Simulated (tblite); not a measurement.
A geometry optimisation, step by step.

Compound: C₃H₇FSeSi.
Numbering: `[F:1][C@H:2]1[CH2:3][CH2:4][SiH2:5][Se:6]1` (hydrogens: H7 on C2; H8, H9 on C3; H10, H11 on C4; H12, H13 on Si5)

Computed with GFN2-xTB (tblite), gas phase: L-BFGS steps from a force-field or distance-geometry start until the largest atomic force falls under 0.01 eV/Å. 11 of its 61 geometries are shown.

Step 0: E = -534.3547 eV, largest atomic force 1.565 eV/Å
```
atom  x, y, z in Å  |  force x, y, z in eV/Å
F1     -1.758    0.770    2.069    0.378  -0.056  -0.108
C2     -0.688    0.505    1.287    0.828  -0.460  -0.364
C3     -0.927   -0.502    0.194   -1.009  -0.411  -0.878
C4      0.414   -0.904   -0.392   -0.185  -1.178   0.428
Si5     1.157    0.649   -1.124    0.183   0.629   0.110
Se6    -0.130    2.031    0.198    0.527   1.474  -0.011
H7      0.215    0.184    1.857   -0.760   0.311   0.477
H8     -1.507   -1.375    0.525    0.068   0.234   0.024
H9     -1.469    0.053   -0.611   -0.299  -0.854   0.493
H10     0.276   -1.704   -1.146    0.174   0.317   0.548
H11     1.000   -1.283    0.467    0.060  -0.145  -0.667
H12     0.840    0.798   -2.539   -0.020   0.081  -0.008
H13     2.574    0.780   -0.803    0.057   0.059  -0.045
```

Step 6: E = -534.6808 eV, largest atomic force 0.422 eV/Å
```
atom  x, y, z in Å  |  force x, y, z in eV/Å
F1     -1.710    0.778    2.020   -0.310   0.274  -0.083
C2     -0.650    0.512    1.226   -0.017  -0.042   0.072
C3     -0.951   -0.533    0.170   -0.103  -0.015  -0.127
C4      0.405   -0.927   -0.398   -0.100  -0.295   0.044
Si5     1.148    0.690   -1.087    0.135   0.004  -0.031
Se6    -0.040    2.156    0.225    0.097  -0.226   0.150
H7      0.151    0.211    1.917    0.060   0.027  -0.168
H8     -1.531   -1.381    0.563    0.287   0.184   0.159
H9     -1.571   -0.059   -0.608    0.060  -0.235   0.150
H10     0.300   -1.723   -1.134    0.023   0.139  -0.085
H11     1.024   -1.333    0.412   -0.069   0.058  -0.152
H12     0.840    0.818   -2.513   -0.030   0.102   0.087
H13     2.581    0.792   -0.812   -0.033   0.026  -0.017
```

Step 12: E = -534.7638 eV, largest atomic force 0.291 eV/Å
```
atom  x, y, z in Å  |  force x, y, z in eV/Å
F1     -1.766    0.881    1.919   -0.044  -0.067  -0.062
C2     -0.673    0.524    1.201    0.096   0.275   0.001
C3     -0.953   -0.557    0.178    0.043  -0.007   0.122
C4      0.387   -0.949   -0.421    0.185   0.124  -0.069
Si5     1.167    0.678   -1.065    0.052   0.100  -0.089
Se6     0.062    2.149    0.295   -0.002  -0.089  -0.147
H7      0.110    0.222    1.908   -0.148  -0.101   0.145
H8     -1.452   -1.377    0.689    0.000  -0.237   0.061
H9     -1.634   -0.187   -0.590   -0.012   0.066  -0.007
H10     0.301   -1.705   -1.197   -0.153   0.046  -0.029
H11     1.026   -1.369    0.355   -0.011  -0.074   0.065
H12     0.821    0.885   -2.470   -0.009   0.049   0.024
H13     2.601    0.807   -0.821    0.001  -0.085  -0.015
```

Step 18: E = -534.8000 eV, largest atomic force 0.182 eV/Å
```
atom  x, y, z in Å  |  force x, y, z in eV/Å
F1     -1.814    0.923    1.843    0.036   0.013  -0.044
C2     -0.675    0.548    1.203   -0.116  -0.126   0.046
C3     -0.930   -0.567    0.207    0.004  -0.021   0.012
C4      0.401   -0.936   -0.432   -0.039   0.026  -0.019
Si5     1.193    0.687   -1.080   -0.055  -0.155   0.021
Se6     0.096    2.134    0.276   -0.070   0.096   0.138
H7      0.036    0.212    1.970   -0.015   0.157   0.075
H8     -1.375   -1.413    0.740    0.037   0.011  -0.014
H9     -1.647   -0.236   -0.548   -0.010   0.062   0.005
H10     0.248   -1.661   -1.227    0.030  -0.028  -0.028
H11     1.027   -1.406    0.328    0.092   0.011  -0.082
H12     0.809    0.941   -2.464    0.037   0.005  -0.073
H13     2.626    0.775   -0.834    0.070  -0.052  -0.038
```

Step 24: E = -534.8181 eV, largest atomic force 0.119 eV/Å
```
atom  x, y, z in Å  |  force x, y, z in eV/Å
F1     -1.867    0.953    1.780   -0.050  -0.045  -0.005
C2     -0.694    0.552    1.221   -0.010  -0.025  -0.002
C3     -0.912   -0.579    0.231    0.024  -0.014   0.012
C4      0.401   -0.935   -0.452   -0.014   0.001   0.003
Si5     1.200    0.682   -1.087   -0.026   0.069   0.030
Se6     0.112    2.129    0.306    0.099  -0.014  -0.064
H7     -0.028    0.270    2.048   -0.005  -0.015  -0.016
H8     -1.317   -1.443    0.768   -0.043   0.037   0.016
H9     -1.658   -0.257   -0.503    0.061  -0.018   0.051
H10     0.222   -1.645   -1.258    0.005   0.014   0.003
H11     1.063   -1.426    0.265   -0.010   0.029  -0.016
H12     0.826    0.978   -2.469    0.028  -0.011   0.005
H13     2.647    0.721   -0.868   -0.061  -0.010  -0.017
```

Step 30: E = -534.8205 eV, largest atomic force 0.032 eV/Å
```
atom  x, y, z in Å  |  force x, y, z in eV/Å
F1     -1.881    0.949    1.763   -0.012  -0.005   0.001
C2     -0.698    0.552    1.223    0.024   0.019  -0.009
C3     -0.907   -0.583    0.239   -0.004   0.008  -0.009
C4      0.401   -0.934   -0.455    0.004  -0.012   0.007
Si5     1.196    0.685   -1.088    0.006   0.022  -0.010
Se6     0.129    2.130    0.311   -0.005  -0.022   0.019
H7     -0.041    0.277    2.058   -0.005  -0.011   0.009
H8     -1.314   -1.442    0.781    0.000   0.005   0.006
H9     -1.654   -0.265   -0.492   -0.005   0.002  -0.010
H10     0.219   -1.638   -1.264   -0.005   0.000   0.005
H11     1.070   -1.425    0.252    0.008   0.002   0.011
H12     0.833    0.984   -2.471    0.000  -0.003  -0.017
H13     2.641    0.712   -0.876   -0.005  -0.004  -0.003
```

Step 36: E = -534.8207 eV, largest atomic force 0.013 eV/Å
```
atom  x, y, z in Å  |  force x, y, z in eV/Å
F1     -1.881    0.946    1.764    0.002   0.003  -0.001
C2     -0.697    0.552    1.224    0.001   0.007   0.003
C3     -0.906   -0.582    0.238   -0.001   0.002   0.005
C4      0.402   -0.933   -0.454   -0.003   0.003   0.000
Si5     1.194    0.687   -1.090    0.002  -0.011  -0.006
Se6     0.130    2.128    0.315    0.004   0.004   0.005
H7     -0.042    0.273    2.059   -0.008  -0.006   0.000
H8     -1.316   -1.438    0.781    0.000  -0.008  -0.007
H9     -1.653   -0.263   -0.495    0.003   0.000   0.000
H10     0.219   -1.639   -1.262    0.006  -0.003   0.004
H11     1.072   -1.422    0.255   -0.002   0.008  -0.002
H12     0.834    0.981   -2.476   -0.003  -0.001   0.005
H13     2.639    0.711   -0.877   -0.002   0.002  -0.005
```

Step 42: E = -534.8209 eV, largest atomic force 0.021 eV/Å
```
atom  x, y, z in Å  |  force x, y, z in eV/Å
F1     -1.883    0.950    1.762    0.004   0.002  -0.011
C2     -0.698    0.552    1.225   -0.009  -0.019   0.004
C3     -0.907   -0.581    0.237    0.002  -0.007  -0.005
C4      0.402   -0.932   -0.454    0.011   0.002   0.001
Si5     1.194    0.687   -1.093   -0.002   0.001   0.002
Se6     0.138    2.126    0.321    0.004   0.000   0.000
H7     -0.049    0.267    2.063    0.006   0.008   0.001
H8     -1.315   -1.439    0.779   -0.007   0.001  -0.001
H9     -1.651   -0.262   -0.496   -0.008   0.007  -0.001
H10     0.222   -1.642   -1.258   -0.004   0.004  -0.001
H11     1.073   -1.416    0.257    0.005  -0.001   0.013
H12     0.831    0.981   -2.478   -0.008   0.003   0.004
H13     2.639    0.711   -0.883    0.005   0.000  -0.006
```

Step 48: E = -534.8211 eV, largest atomic force 0.023 eV/Å
```
atom  x, y, z in Å  |  force x, y, z in eV/Å
F1     -1.886    0.955    1.752   -0.010  -0.009   0.005
C2     -0.699    0.548    1.227    0.010   0.018  -0.010
C3     -0.907   -0.582    0.236   -0.001   0.008   0.002
C4      0.405   -0.931   -0.451   -0.011  -0.010   0.007
Si5     1.193    0.686   -1.097   -0.003   0.006   0.014
Se6     0.152    2.122    0.332    0.000  -0.007  -0.002
H7     -0.058    0.262    2.070   -0.004  -0.001   0.001
H8     -1.318   -1.442    0.773    0.003   0.008  -0.003
H9     -1.651   -0.259   -0.498    0.014  -0.002  -0.001
H10     0.227   -1.646   -1.252    0.010  -0.003  -0.002
H11     1.076   -1.407    0.265   -0.004  -0.008  -0.003
H12     0.820    0.982   -2.478   -0.011   0.004  -0.001
H13     2.640    0.712   -0.898    0.007  -0.003  -0.007
```

Step 54: E = -534.8215 eV, largest atomic force 0.023 eV/Å
```
atom  x, y, z in Å  |  force x, y, z in eV/Å
F1     -1.893    0.957    1.740    0.005   0.007   0.002
C2     -0.701    0.547    1.228   -0.006  -0.009   0.006
C3     -0.905   -0.579    0.232    0.007  -0.004  -0.006
C4      0.410   -0.932   -0.445    0.020   0.009  -0.007
Si5     1.193    0.686   -1.097    0.009  -0.012  -0.014
Se6     0.173    2.117    0.350   -0.006   0.012   0.005
H7     -0.072    0.253    2.078   -0.004   0.001  -0.001
H8     -1.325   -1.438    0.764   -0.003  -0.003   0.007
H9     -1.642   -0.252   -0.506    0.001   0.004  -0.013
H10     0.243   -1.654   -1.242   -0.010   0.006   0.006
H11     1.078   -1.401    0.280    0.005  -0.003  -0.002
H12     0.792    0.986   -2.471    0.001  -0.005   0.020
H13     2.644    0.711   -0.929   -0.020  -0.003  -0.002
```

Step 60: E = -534.8217 eV, largest atomic force 0.007 eV/Å
```
atom  x, y, z in Å  |  force x, y, z in eV/Å
F1     -1.895    0.960    1.735    0.002   0.000  -0.001
C2     -0.702    0.547    1.228   -0.003   0.000   0.003
C3     -0.904   -0.579    0.231    0.000   0.002   0.003
C4      0.413   -0.932   -0.442   -0.002  -0.004   0.002
Si5     1.193    0.685   -1.097   -0.005   0.003   0.003
Se6     0.179    2.115    0.357    0.002   0.001  -0.001
H7     -0.079    0.250    2.082   -0.001   0.000  -0.001
H8     -1.326   -1.437    0.761    0.000   0.002  -0.002
H9     -1.636   -0.250   -0.511    0.002  -0.001   0.000
H10     0.246   -1.655   -1.238   -0.001  -0.002  -0.006
H11     1.081   -1.400    0.283    0.005  -0.001   0.002
H12     0.781    0.987   -2.467   -0.004  -0.001  -0.005
H13     2.644    0.709   -0.940    0.005   0.000   0.003
```

**Question.** Summarise the path.

**Answer.** The energy falls by 0.4670 eV from step 0 to step 60; nine tenths of that is first reached at step 14. It falls at every step. The largest force goes from 1.565 to 0.007 eV/Å. Among the bonds C2–Se6 changes most, from 1.956 to 1.999 Å; the atoms move by 0.250 Å rms after alignment.

What follows is the cost of the whole relaxation. Hardware: Arm Neoverse V1, one thread, no GPU, shared host with 32 logical CPUs at a one-minute load of 3.8. Cost: 0.34 s of wall time.
